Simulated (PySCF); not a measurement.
C2H8InN, SMILES [CH3][In]([CH3])[NH2].

The structure is a stationary point at B3LYP-D3(BJ)/def2-SVP. The structure was generated by enumeration; whether it is a known compound was not checked. The def2 effective core potentials stand for the cores of In; spin–orbit coupling is left out. Other conformers were not sampled.

Two levels are set side by side: TDA-PBE/def2-SVPD (PySCF) and TDA-M06-2X/def2-SVPD (PySCF). Vertical, same geometry. The lowest singlet is HOMO→LUMO+1 99 % with PBE and HOMO→LUMO 82 % with the other functional; states are paired by order. Differences are taken from unrounded values.

```
quantity                               TDA-M06-2X  TDA-PBE  TDA-PBE minus TDA-M06-2X
-------------------------------------  ----------  -------  ------------------------
lowest singlet excitation (eV)               5.38     4.30                     -1.08
lowest triplet excitation (TDA) (eV)         4.67     3.81                     -0.85
first bright state (f over 0.05) (eV)        5.38     4.98                     -0.40
its oscillator strength                      0.07     0.08                      0.02
```

A lower first singlet is the usual sign of a functional without exact exchange. Differences between two approximate levels are no errors against the true value.

Rough cost on one machine, each run with all the roots and properties that it gave: TDA-M06-2X against TDA-PBE about 5 times.
